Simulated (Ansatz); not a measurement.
`[F][In]([F])[O][SiH3]` + H₂S → `[F][In]([F])[SH]` + `O[SiH3]` at 400 K and 1 bar (ligand exchange at the In–O bond).

Isolated molecules relaxed with PBE0-D4/def2-TZVP in Ansatz; ΔE leaves out vibrations. CCSD(T)/CBS is the MP2 limit (def2-TZVPP, def2-QZVPP) plus CCSD(T) − MP2 in def2-TZVPP, frozen cores. This one scheme is used for every species. def2 core potentials past Kr. For In outer-core shells are correlated without core-valence functions, which leaves a few kJ/mol of doubt a bond. Each species was taken in one conformer, which may not be the lowest.

```json
{"species": "`[F][In]([F])[O][SiH3]`", "CCSD(T)/CBS energy (Eh)": "-755.56161", "H − E (kJ/mol)": "121.3", "S (J/(mol·K))": "437.8"}
{"species": "H₂S", "CCSD(T)/CBS energy (Eh)": "-398.97279", "H − E (kJ/mol)": "53.4", "S (J/(mol·K))": "215.9"}
{"species": "`[F][In]([F])[SH]`", "CCSD(T)/CBS energy (Eh)": "-787.86618", "H − E (kJ/mol)": "61.0", "S (J/(mol·K))": "371.0"}
{"species": "`O[SiH3]`", "CCSD(T)/CBS energy (Eh)": "-366.69042", "H − E (kJ/mol)": "120.0", "S (J/(mol·K))": "276.4"}
```

H − E and S are ideal-gas, rigid-rotor, harmonic terms from PBE0-D4/def2-TZVP, for one conformer and one mirror image of each species. 1 Eh = 2625.50 kJ/mol, R = 8.31446 J/(mol·K).

By hand: ΔE, ΔH, ΔS and ΔG.

ΔE = (-787.86618) + (-366.69042) − (-755.56161) − (-398.97279) = -0.02220 Eh = -58.3 kJ/mol. Δ(H − E) = 61.0 + 120.0 − 121.3 − 53.4 = 6.3, so ΔH = -52.0 kJ/mol. ΔS = 371.0 + 276.4 − 437.8 − 215.9 = -6.3 J/(mol·K). ΔG = -52.0 − 400 × (-6.3)/1000 = -49.5 kJ/mol.

By hand: the equilibrium constant, and the temperature at which ΔG would vanish if ΔH and ΔS stayed fixed.

log₁₀ K = −ΔG/(RT ln 10) = 6.5. ΔG = 0 at ΔH/ΔS = 8254 K, far beyond where these terms or the molecules hold.

The number of gas molecules stays the same, so ΔS is small and ΔH decides. A doubt of 5 kJ/mol in ΔE shifts log₁₀ K by 0.7 here. Other conformers and mirror images would add mixing entropy, several J/(mol·K) or more a flexible species. Modes under 60 cm⁻¹, often nearly free rotors, make the harmonic entropy too high. These are equilibria of isolated gas molecules and say nothing of rates. Largest T1 diagnostic: 0.017 (customary marks: 0.02 for closed shells, 0.045 for open ones).
